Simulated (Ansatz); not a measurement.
The first iterations of a band of GeH4O (6 atoms, charge 0, multiplicity 1).

Level of theory: Ansatz, RKS PBE-D4/def2-SVP.

```
movable images  : 5
climbing image  : yes
spring          : 5.0 eV/Å²
optimiser       : quadratic models (default)
start path      : through a guess of the saddle point
force threshold : 0.05 eV/Å
iteration limit : 60
end points      : relaxed
```

Initial state:

```xyz
6
Properties=species:S:1:pos:R:3
Ge 0.315 -0.020 0.056
O 0.675 -0.116 1.822
H -0.149 -0.168 2.338
H 1.712 0.054 -0.599
H -0.522 1.252 -0.270
H -0.458 -1.285 -0.421
```

Final state:

```xyz
6
Properties=species:S:1:pos:R:3
Ge 0.054 0.305 -0.789
O 1.072 0.171 1.218
H 0.403 -0.285 1.767
H 1.792 -0.482 1.114
H -1.102 1.116 -0.007
H -0.646 -1.106 -0.377
```

| iteration | highest image above the first end (eV) | largest band force component (eV/Å) |
| --- | --- | --- |
| 1 | 4.090 | 3.951 |
| 2 | 2.560 | 1.750 |
| 3 | 2.238 | 1.051 |

Does the band converge within its limit, and where does its top end?

It converged. It ended after 11 iterations with the highest image 2.177 eV above the first end. Neighbouring images differ by up to 1.7 eV, so the band resolves the path poorly. A vibrational analysis at the climbing image gives one clearly imaginary mode, 1186i cm⁻¹: a first-order saddle point. The orbitals stay closed-shell, which can raise the energy where a bond breaks towards radicals; this wasn't checked here.

Run time: 63 s on 1 thread of Arm Neoverse V2 (shared host), peak memory 0.11 GiB.
